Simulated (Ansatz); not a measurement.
Reaction (atomization): `B[Si](O)(O)F` → B• + F• + 4 H• + 2 O• + Si•

Computed with Ansatz on PBE0-D4/def2-TZVP structures; ΔE is electronic, products minus reactants. CCSD(T)/CBS is the MP2 limit (def2-TZVPP, def2-QZVPP) plus CCSD(T) − MP2 in def2-TZVPP, frozen cores. This one scheme is used for every species, atoms too. DFT in def2-TZVPP. B3LYP here is the variant with VWN-RPA as its local correlation; programs differ in this. No spin–orbit coupling; open shells (•) take unrestricted orbitals. Spin–orbit coupling would lower the free atoms: a little for B, F, O, Si. Each species was taken in one conformer, which may not be the lowest.

`B[Si](O)(O)F`:

Z-matrix (Å, degrees):
```
Si
O 1 1.639
O 1 1.626 2 106.5
B 1 2.005 2 115.3 3 -123.7
F 1 1.605 2 107.6 3 118.6
H 2 0.958 1 118.1 3 -166.9
H 3 0.959 1 118.0 2 37.5
H 4 1.194 1 122.5 2 137.3
H 4 1.196 1 120.0 2 -43.6
```

| level | ΔE (eV) |
| --- | --- |
| B3LYP-D4 | 36.02 |
| r2SCAN0-D4 | 35.51 |
| BHLYP-D4 | 34.89 |
| ωB97M-V | 36.29 |
| PBE-QIDH | 35.74 |
| PBE | 36.36 |
| r2SCAN0 | 35.46 |
| SCS-MP2/def2-QZVPP | 36.65 |

(1) What does CCSD(T)/CBS give? (An estimate is asked.)

Largest T1 diagnostic among the species: 0.014.

Results:

(1) Computed: +36.33 eV. The listed levels differ from it by -0.31, -0.82, -1.44, -0.04, -0.59, 0.03, -0.87, 0.32 eV.

The D4 term adds +0.28 eV with B3LYP and +0.14 eV with PBE0; it sums over pairs of atoms, weighted by their polarisabilities, and B3LYP, whose exchange is more repulsive, gets the larger term. From BLYP to BHLYP (50 % exact exchange), in def2-TZVPP and without D4, ΔE moves by −1.00 eV: exact exchange takes away binding that semilocal exchange gives to molecules. Leaving LDA and LC-ωPBE aside and taking each functional with its dispersion term where it has one, the values, not all of them listed here, spread over 1.64 eV, from BHLYP-D4 to PBE-D4. LDA lies +4.97 eV from PBE without D4, its usual overbinding.

For atomizations the MP2-based limit and the directly extrapolated one differ by several kJ/mol either way, and by 10 to 25 for some Ge, Se and Sn compounds, so smaller differences from it don't rank the levels.
